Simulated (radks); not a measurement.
Problem. Species: Rh III. Configuration: [Kr] 4d7 (the NIST ground configuration). Method: Dirac Kohn-Sham, PBE, spin-unpolarised, spherical densities, finite nucleus; open shells are shared between the two j in proportion to 2j + 1; Fermi nuclear charge, rms radius 4.4945 fm; computed with a radial shooting solver on a logarithmic mesh with Libxc functionals. Some entries of the table are withheld. Estimate them.

orbital,occ.,eigenvalue (eV),<1/r> (bohr^-1),<r^2> (bohr^2)
1s1/2,2,-23046.60,47.05,0.001438
2s1/2,2,-3358.547,10.79,0.02368
2p1/2,2,-3111.171,10.77,0.01777
2p3/2,4,-2966.554,10.17,0.01911
3s1/2,2,-617.5711,3.743,0.1746
3p1/2,2,(1),3.646,(2)
3p3/2,4,(3),3.503,(4)
3d3/2,4,(5),3.330,0.1623
3d5/2,6,(6),3.293,0.1652
4s1/2,2,-103.3998,1.410,1.083
4p1/2,2,-73.9201,1.290,1.273
4p3/2,4,-69.9825,1.246,1.347
4d3/2,2.8,-26.0067,0.9313,2.465
4d5/2,4.2,-25.5612,0.9202,2.520
5s1/2,0,-19.6701,0.4813,8.021
5p1/2,0,(7),0.4008,11.33
5p3/2,0,(8),0.3907,11.86

Solution. 
(1) 3p1/2 eigenvalue (eV): -520.7454
(2) 3p1/2 <r^2> (bohr^2): 0.1707
(3) 3p3/2 eigenvalue (eV): -495.8652
(4) 3p3/2 <r^2> (bohr^2): 0.1802
(5) 3d3/2 eigenvalue (eV): -324.4616
(6) 3d5/2 eigenvalue (eV): -319.5548
(7) 5p1/2 eigenvalue (eV): -14.0429
(8) 5p3/2 eigenvalue (eV): -13.6621
